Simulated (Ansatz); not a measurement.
Computed with Ansatz on PBE0-D4/def2-TZVP structures; ΔE is electronic, products minus reactants. CCSD(T)/CBS adds triple-zeta CCSD(T) − MP2 to the extrapolated MP2 energy (def2 sets, frozen cores). Functionals use def2-TZVPP. B3LYP here is the variant with VWN-RPA as its local correlation; programs differ in this. For Ge, Se outer-core shells are correlated without core-valence functions, which leaves a few kJ/mol of doubt a bond. Scalar relativity is left out up to krypton. One conformer a species, not always the lowest.

Reaction (redistribution): `[Cl][GeH2][SeH]` + `BCBC` → `B[CH2][GeH2][SeH]` + `CBCl`

**Question.** Is it downhill or uphill in electronic energy at CCSD(T)/CBS, and by how much? (An estimate is asked.)

**Answer.** Computed: Downhill: ΔE = -0.26 eV.

**Question.** What do these levels give: PBE0-D4, revPBE, B3LYP, r2SCAN0, LC-ωPBE, MP2/CBS(def2)? (An estimate is asked.)

**Answer.** The calculation gave: PBE0-D4 -0.20, revPBE -0.18, B3LYP -0.16, r2SCAN0 -0.19, LC-ωPBE -0.17, MP2/CBS(def2) -0.29 eV.

Largest T1 diagnostic among the species: 0.011.

Leaving LDA and LC-ωPBE aside and taking each functional with its dispersion term where it has one, the values, not all of them listed here, spread over 0.08 eV, from PBE-QIDH to B97M-V. LDA lies −0.05 eV from PBE without D4. In def2-TZVPP, CCSD(T) changes the Hartree–Fock value by −0.21 eV (the triples alone add −0.03 eV) and MP2 by −0.23 eV. From BLYP to BHLYP (50 % exact exchange), in def2-TZVPP and without D4, ΔE moves by +0.03 eV.
